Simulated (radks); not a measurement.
The numbers below are computed, except where a source is named.
How relativity changes the ionisation of neutral molybdenum ([Kr] 4d5 5s1) to Mo+ ([Kr] 4d5). Spin-unpolarised spherical Kohn-Sham, LDA (Slater exchange, Perdew-Wang correlation), point nucleus unless stated (finite: rms radius 4.4091 fm), a radial shooting solver on a logarithmic mesh with Libxc functionals. A level marked "c x" has the speed of light scaled by that factor and shares open shells by 2j + 1; other Dirac levels either fill j = l - 1/2 first or share by 2j + 1.

non-rel.: E(Mo) (hartree) -3972.99637; E(Mo+) (hartree) -3972.74661; IE (eV) 6.796; HOMO 5s; <r> HOMO (bohr) 3.675
scalar-rel.: E(Mo) (hartree) -4044.41933; E(Mo+) (hartree) -4044.15554; IE (eV) 7.178; HOMO 4d; <r> HOMO (bohr) 2.003
scalar-rel., finite nucleus: E(Mo) (hartree) -4044.36252; E(Mo+) (hartree) -4044.09874; IE (eV) 7.178; HOMO 4d; <r> HOMO (bohr) 2.003
Dirac, 2j+1 shares: E(Mo) (hartree) -4045.00099; E(Mo+) (hartree) -4044.73718; IE (eV) 7.179; HOMO 4d5/2; <r> HOMO (bohr) 2.016
Dirac, low j first: E(Mo) (hartree) -4045.01604; E(Mo+) (hartree) -4044.75308; IE (eV) 7.155; HOMO 4d5/2; <r> HOMO (bohr) 2.024
Dirac, 2j+1 shares, finite nucleus: E(Mo) (hartree) -4044.94408; E(Mo+) (hartree) -4044.68027; IE (eV) 7.178; HOMO 4d5/2; <r> HOMO (bohr) 2.016
Dirac, c x 0.75: E(Mo) (hartree) -4106.03910; E(Mo+) (hartree) -4105.76279; IE (eV) 7.519; HOMO 4d5/2; <r> HOMO (bohr) 2.055
Dirac, c x 1.5: E(Mo) (hartree) -4004.17286; E(Mo+) (hartree) -4003.91711; IE (eV) 6.959; HOMO 4d5/2; <r> HOMO (bohr) 1.990
Dirac, c x 100: E(Mo) (hartree) -3973.00324; E(Mo+) (hartree) -3972.75348; IE (eV) 6.796; HOMO 5s1/2; <r> HOMO (bohr) 3.675

NIST Atomic Spectra Database: 7.092 eV (measured). The relativistic part of the total energy of Mo is -71.95 hartree (Dirac, 2j+1 shares, finite nucleus), 1.8 % of the non-relativistic value. Spin polarisation and multiplet splitting of open shells are left out at every level.

Beside tabulated values, note that relativity, absent from the non-relativistic runs, is large for the heavy elements, and spin-unpolarised runs miss the spin-polarisation part of the exchange energy of open shells.
